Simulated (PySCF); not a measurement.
A side-by-side comparison of computed properties.

First species: C₅H₁₁Al.
Numbering: `[CH3:1][C@H:2]1[CH2:3][CH2:4][AlH:5][CH2:6]1` (hydrogens: H7, H8, H9 on C1; H10 on C2; H11, H12 on C3; H13, H14 on C4; H15 on Al5; H16, H17 on C6)

Second species: C3H7B3O3.
SMILES: `C=CB1OBOB(C)O1`

Levels: CAM-B3LYP/def2-SVPD for HOMO energy, LUMO energy, HOMO–LUMO gap and static isotropic polarisability; TDDFT CAM-B3LYP/def2-SVPD for lowest singlet excitation; TDA CAM-B3LYP/def2-SVPD for lowest triplet excitation (Tamm–Dancoff); ΔSCF CAM-B3LYP/def2-SVPD for vertical ionisation energy. Geometries: PBE0-D3(BJ)/def2-SVP. Each species is one conformer at its optimised geometry, gas phase, non-relativistic unless stated. Electronic properties by PySCF.

The conformers computed, where there is a choice (atom-mapped SMILES and torsion angles):
- `[CH2:1]=[CH:2][B:3]1[O:4][BH:5][O:6][B:7]([CH3:8])[O:9]1`: C1–C2–B3–O4 1°

The conformers of `C[C@H]1C[CH2][AlH][CH2]1` aren't listed.

Values for the first species:

```
HOMO energy                              : -8.36 eV
LUMO energy                              : -0.06 eV
HOMO–LUMO gap                            : 8.30 eV
Lowest singlet excitation                : 4.76 eV
Lowest triplet excitation (Tamm–Dancoff) : 4.48 eV
Static isotropic polarisability          : 85.5 au
Vertical ionisation energy               : 9.08 eV
```

Question: Estimate the same properties for the second species, and the change in each.

Answer: 
| property | first | second | second less first |
| --- | --- | --- | --- |
| HOMO energy | -8.36 eV | -9.49 eV | -1.13 eV |
| LUMO energy | -0.06 eV | -0.17 eV | -0.11 eV |
| HOMO–LUMO gap | 8.30 eV | 9.32 eV | +1.02 eV |
| lowest singlet excitation | 4.76 eV | 6.54 eV | +1.78 eV |
| lowest triplet excitation (Tamm–Dancoff) | 4.48 eV | 3.89 eV | -0.59 eV |
| static isotropic polarisability | 85.5 au | 81.6 au | -3.9 au |
| vertical ionisation energy | 9.08 eV | 10.43 eV | +1.35 eV |

On the first: The 10 singlets span 4.76 to 7.74 eV, and their oscillator strengths add up to 0.26. The principal polarisabilities are 71.0, 84.7 and 100.9 au; their mean is the isotropic value.

On the second: The principal polarisabilities are 57.3, 81.0 and 106.5 au; their mean is the isotropic value. S1 lies 2.78 eV below the HOMO–LUMO gap; its leading configuration is HOMO→LUMO, weight 0.97.
